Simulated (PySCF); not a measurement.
SMILES COCCC(C)(C)C (C7H16O), GFN2-xTB optimised geometry.

```
24

C     -0.60    -2.29     3.91
O     -0.96    -0.96     3.65
C     -0.26    -0.36     2.58
C     -0.69    -0.87     1.21
C     -0.14    -0.09     0.00
C     -0.64    -0.79    -1.27
C      1.39    -0.09     0.00
C     -0.65     1.35     0.00
H      0.48    -2.40     4.03
H     -1.10    -2.57     4.83
H     -0.93    -2.97     3.11
H      0.82    -0.50     2.72
H     -0.49     0.71     2.68
H     -0.37    -1.92     1.11
H     -1.78    -0.85     1.17
H     -1.72    -0.80    -1.31
H     -0.27    -0.27    -2.16
H     -0.28    -1.81    -1.31
H      1.76     0.37    -0.91
H      1.78     0.47     0.84
H      1.77    -1.11     0.05
H     -0.24     1.92     0.83
H     -0.36     1.85    -0.92
H     -1.74     1.37     0.07
```

Density from CAM-B3LYP/def2-SVP in PySCF at that geometry.

Minimum of the electron density along straight lines between bonded atoms, close to the bond critical point (lines longer than 1.1 times the sum of covalent radii, or with two minima, are not listed):

```json
[
 {"bond": "C1–O2", "length / Å": "1.404", "ρ at the minimum / e bohr⁻³": "0.265", "∇²ρ there / e bohr⁻⁵": "-0.49", "position (fraction from the first atom)": "0.35"},
 {"bond": "O2–C3", "length / Å": "1.412", "ρ at the minimum / e bohr⁻³": "0.259", "∇²ρ there / e bohr⁻⁵": "(withheld)", "position (fraction from the first atom)": "0.66"},
 {"bond": "C3–C4", "length / Å": "1.533", "ρ at the minimum / e bohr⁻³": "0.248", "∇²ρ there / e bohr⁻⁵": "-0.59", "position (fraction from the first atom)": "0.51"},
 {"bond": "C4–C5", "length / Å": "1.539", "ρ at the minimum / e bohr⁻³": "0.242", "∇²ρ there / e bohr⁻⁵": "-0.55", "position (fraction from the first atom)": "0.50"},
 {"bond": "C5–C6", "length / Å": "1.533", "ρ at the minimum / e bohr⁻³": "0.245", "∇²ρ there / e bohr⁻⁵": "-0.57", "position (fraction from the first atom)": "0.50"},
 {"bond": "C5–C7", "length / Å": "1.531", "ρ at the minimum / e bohr⁻³": "0.246", "∇²ρ there / e bohr⁻⁵": "-0.57", "position (fraction from the first atom)": "0.50"},
 {"bond": "C5–C8", "length / Å": "1.530", "ρ at the minimum / e bohr⁻³": "0.246", "∇²ρ there / e bohr⁻⁵": "-0.57", "position (fraction from the first atom)": "0.50"},
 {"bond": "C1–H9", "length / Å": "1.098", "ρ at the minimum / e bohr⁻³": "0.277", "∇²ρ there / e bohr⁻⁵": "-1.04", "position (fraction from the first atom)": "0.63"},
 {"bond": "C1–H10", "length / Å": "1.089", "ρ at the minimum / e bohr⁻³": "0.284", "∇²ρ there / e bohr⁻⁵": "-1.11", "position (fraction from the first atom)": "0.64"},
 {"bond": "C1–H11", "length / Å": "1.096", "ρ at the minimum / e bohr⁻³": "0.279", "∇²ρ there / e bohr⁻⁵": "-1.05", "position (fraction from the first atom)": "0.63"},
 {"bond": "C3–H12", "length / Å": "1.100", "ρ at the minimum / e bohr⁻³": "0.278", "∇²ρ there / e bohr⁻⁵": "-1.03", "position (fraction from the first atom)": "0.63"},
 {"bond": "C3–H13", "length / Å": "1.092", "ρ at the minimum / e bohr⁻³": "0.285", "∇²ρ there / e bohr⁻⁵": "-1.10", "position (fraction from the first atom)": "0.64"},
 {"bond": "C4–H14", "length / Å": "1.093", "ρ at the minimum / e bohr⁻³": "0.276", "∇²ρ there / e bohr⁻⁵": "-1.00", "position (fraction from the first atom)": "0.62"},
 {"bond": "C4–H15", "length / Å": "1.093", "ρ at the minimum / e bohr⁻³": "0.276", "∇²ρ there / e bohr⁻⁵": "-1.01", "position (fraction from the first atom)": "0.63"},
 {"bond": "C6–H16", "length / Å": "1.088", "ρ at the minimum / e bohr⁻³": "0.277", "∇²ρ there / e bohr⁻⁵": "-1.02", "position (fraction from the first atom)": "0.63"},
 {"bond": "C6–H17", "length / Å": "1.088", "ρ at the minimum / e bohr⁻³": "0.277", "∇²ρ there / e bohr⁻⁵": "-1.02", "position (fraction from the first atom)": "0.63"},
 {"bond": "C6–H18", "length / Å": "1.088", "ρ at the minimum / e bohr⁻³": "0.277", "∇²ρ there / e bohr⁻⁵": "-1.02", "position (fraction from the first atom)": "0.63"},
 {"bond": "C7–H19", "length / Å": "1.088", "ρ at the minimum / e bohr⁻³": "0.277", "∇²ρ there / e bohr⁻⁵": "-1.02", "position (fraction from the first atom)": "0.63"},
 {"bond": "C7–H20", "length / Å": "1.087", "ρ at the minimum / e bohr⁻³": "0.277", "∇²ρ there / e bohr⁻⁵": "-1.02", "position (fraction from the first atom)": "0.62"},
 {"bond": "C7–H21", "length / Å": "1.088", "ρ at the minimum / e bohr⁻³": "0.276", "∇²ρ there / e bohr⁻⁵": "-1.01", "position (fraction from the first atom)": "0.62"},
 {"bond": "C8–H22", "length / Å": "1.087", "ρ at the minimum / e bohr⁻³": "0.277", "∇²ρ there / e bohr⁻⁵": "-1.02", "position (fraction from the first atom)": "0.62"},
 {"bond": "C8–H23", "length / Å": "1.088", "ρ at the minimum / e bohr⁻³": "0.276", "∇²ρ there / e bohr⁻⁵": "-1.02", "position (fraction from the first atom)": "0.63"},
 {"bond": "C8–H24", "length / Å": "1.087", "ρ at the minimum / e bohr⁻³": "0.277", "∇²ρ there / e bohr⁻⁵": "-1.02", "position (fraction from the first atom)": "0.63"}
]
```

### Question
What belongs in the gaps?

### Answer

- O2–C3, ∇²ρ there / e bohr⁻⁵: -0.46
